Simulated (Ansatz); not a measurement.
Input for Ansatz (an electronic-structure program): R-B3LYP/def2-TZVPP on BH4NO (SMILES NBO), atoms moved off the minimum.

Ansatz 0.2 input:
```yaml
crystal:
  periodic: [false, false, false]
  atoms:
    - {symbol: B, position_ang: [-0.39630478, -0.37040164, 0.05010348]}
    - {symbol: H, position_ang: [-1.19271783, -1.09930831, 0.65404183]}
    - {symbol: O, position_ang: [1.04928266, -0.59758588, 0.55694334]}
    - {symbol: H, position_ang: [1.69711593, -0.07301121, -0.02202711]}
    - {symbol: N, position_ang: [-0.83291542, 0.89733339, -0.57616386]}
    - {symbol: H, position_ang: [-1.66835751, 1.11439124, -0.78800920]}
    - {symbol: H, position_ang: [0.00111580, 1.44937560, -1.04072463]}
basis:
  gaussian:
    orbitals: def2-TZVPP
hamiltonian:
  xc: {name: B3LYP}
scf: {lower_state_search: off}
output: {forces: true}
```

The head of its log:

```
WARN ansatz: RAYON_NUM_THREADS=1 ignored (pool sized by the plan → 1); use --threads N
Functional definition: B3LYP
these checks for a lower state are left out or cut short: stability, starts, cluster_reference, orbital_swaps, neighbouring_geometries, increment
integrals: 0.04 GiB planned
711 factors; their error is unknown
mean field: 0.46 GiB planned
mean field evaluation 1: about -4271.5436 eV, gradient 7.6e1 eV
mean field evaluation 2: about -4253.6476 eV, gradient 1.2e2 eV
```

Problem. Give the final energy of this run.

Solution. -157.3494 hartree.
